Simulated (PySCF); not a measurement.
An unknown shows these calculated signals:

¹H NMR (600 MHz, computed): δ 6.00 (m, 2H), 5.89 (m, 2H), 5.65 (m, 1H), 4.92 (m, 1H), 0.64 (s, 3H).

¹³C{¹H} NMR (computed): δ 183.0 (C), 112.2 (CH2), -4.5 (CH3).

[PySCF 2.14.0 with density-fitted response routines: GIAO PBE0/pcSseg-1 shieldings; GFN2-xTB geometry; gas phase; rapidly exchanging positions averaged; single conformer; non-relativistic]

δ = σ(ref) − σ, references computed at the same level: TMS for ¹H and ¹³C.

Problem. Which of these does the molecule contain: a Si–H bond, a CH3CH2 unit, a non-aromatic C=C double bond, an NH or NH2 group, a Si–CH3 group, an aldehyde?

Solution. 
- A Si–H bond: yes (δH 5.89 (m), 6.00 (m)).
- A CH3CH2 unit: no.
- A non-aromatic C=C double bond: yes.
- An NH or NH2 group: no.
- A Si–CH3 group: yes (δC -4.5; δH 0.64 (s)).
- An aldehyde: no.

The data belong to SMILES [Si]1(C(=C)F)(C)[SiH2]O[SiH2]1, C₃H₉FOSi₃; they needn't prove each group on their own.

Carbon signals by region: 1 in the far downfield region (above 160 ppm), 1 in the sp2 and nitrile region (100–160 ppm), 1 below 50 ppm. Above 160 ppm: 183.0, fully substituted alkene carbon.

Splittings by ¹⁹F in the carbon and heteronuclear signals aren't shown, as no couplings were computed. Shifts are as computed. Against solution values, carbons near 30 ppm lie about +3 ppm off and those near 130 ppm about +5 ppm. Of 1211 compounds with measured shifts, 218 miss one by over three times the rms of a fit or turn the order of signals round; such compounds aren't used in these exercises. No couplings were computed; multiplicities are counted from neighbouring protons, with m where these are inequivalent, close in shift, in a saturated or five-membered ring or joined by F or P, and br s for small geminal =CH2 splittings.
